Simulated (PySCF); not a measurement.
Potential energy of Sn₂ along the bond

Set-up: PySCF, scalar-relativistic core potentials, basis sets Sn def2-SVP with ECP28. Energies in eV from Sn + Sn in their ground configurations at the same level. State: ³Σg⁻ (triplet), unpaired electrons π ↑↑.

All columns are PBE0.

```
R (Å)  E (eV)  HOMO (eV)  LUMO (eV)  Mayer bond order  ⟨S²⟩
2.380  -1.396      -5.00      -3.65              1.93  2.00
2.490  -1.940      -5.04      -3.48              1.94  2.00
2.601  -2.235      -5.06      -3.34              1.95  2.00
2.684  -2.338      -5.06      -3.25              1.96  2.00
2.767  -2.366      -5.06      -3.16              1.97  2.00
2.850  -2.335      -5.05      -3.09              1.97  2.00
2.961  -2.229      -5.02      -3.00              1.98  2.00
3.099  -2.025      -4.98      -2.90              1.99  2.00
3.265  -1.718      -4.90      -2.88              1.99  2.00
3.486  -1.267      -4.79      -3.05              2.00  2.00
```

These are scalar-relativistic numbers at best; spin–orbit coupling would shift them, the dissociation energy most. The state is the lowest determinant that a PBE0 search found; another state may lie lower at other levels.
